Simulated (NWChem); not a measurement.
System meant: SnH2S, singlet; SMILES [SH][SnH]

Here is an NWChem input.

```
start job
memory heap 200 mb stack 900 mb global 1100 mb
geometry units angstroms noautoz
  Sn     0.020811     0.626688     0.000000
  H     -1.757320     0.650780     0.000000
  S     -0.069791    -1.809349     0.000000
  H      1.270158    -1.991050     0.000000
end
basis spherical
  Sn library def2-svp
  H library def2-svp
  S library def2-svp
end
dft
  xc xpbe96 cpbe96
  iterations 150
  mulliken
end
task dft energy
```

End of the output:

```
             Grid Information
             ----------------
          Grid used for XC integration:  medium
          Radial quadrature: Mura-Knowles
          Angular quadrature: Lebedev.
          Tag              B.-S. Rad. Rad. Pts. Rad. Cut. Ang. Pts.
          ---              ---------- --------- --------- ---------
          Sn                  1.45      123           9.0       590
          H                   0.35       45          11.0       434
          S                   1.00       88           9.0       590
          Grid pruning is: on
          Number of quadrature shells:   301
          Spatial weights used:  Erf1

          Convergence Information
          -----------------------
          Convergence aids based upon iterative change in
          total energy or number of iterations.
          Levelshifting, if invoked, occurs when the
          HOMO/LUMO gap drops below (HL_TOL):  1.00D-02
          DIIS, if invoked, will attempt to extrapolate
          using up to (NFOCK): 10 stored Fock matrices.

                    Damping( 0%)  Levelshifting(0.5)       DIIS
                  --------------- ------------------- ---------------
          dE  on:    start            ASAP                start
          dE off:    2 iters        150 iters           150 iters

      Screening Tolerance Information
      -------------------------------
          Density screening/tol_rho:  1.00D-10
          AO Gaussian exp screening on grid/accAOfunc:  14
          CD Gaussian exp screening on grid/accCDfunc:  20
          XC Gaussian exp screening on grid/accXCfunc:  20
          Schwarz screening/accCoul:  1.00D-08

      Superposition of Atomic Density Guess
      -------------------------------------

      charge =      50.0 Sn (Tin)

      symmetry species            s     p     d     f
      number of basis functions =10     7     6
      number of cont. functions = 4     4     2
      number of closed shells   = 5     3     2
      number of open shells     = 0     1     0
      open shell occupation     = 0     2     0
 ------------------------------------------------------------------------
 atomscf:atomd: error in atom scf                   0
 ------------------------------------------------------------------------
 ------------------------------------------------------------------------
  current input line :
    19: task dft energy
 ------------------------------------------------------------------------
 ------------------------------------------------------------------------
 This error has not yet been assigned to a category
 ------------------------------------------------------------------------
 For more information see the NWChem manual at https://nwchemgit.github.io

0:atomscf:atomd: error in atom scf:Received an Error in Communication
```

Can this run be used? If not, why, and what is the fix?

The program stopped with an error. Cause: the def2 basis of a heavy element holds valence functions alone and wants its effective core potential (without it all electrons must fit into that basis). This input runs:
```
start job
memory heap 200 mb stack 900 mb global 1100 mb
geometry units angstroms noautoz
  Sn     0.020811     0.626688     0.000000
  H     -1.757320     0.650780     0.000000
  S     -0.069791    -1.809349     0.000000
  H      1.270158    -1.991050     0.000000
end
basis spherical
  * library def2-svp
end
ecp
  Sn library def2-ecp
end
dft
  xc xpbe96 cpbe96
  iterations 150
  mulliken
end
task dft energy
```
It converges to -613.40393 Ha (PBE/def2-SVP with def2 effective core potentials on Sn).
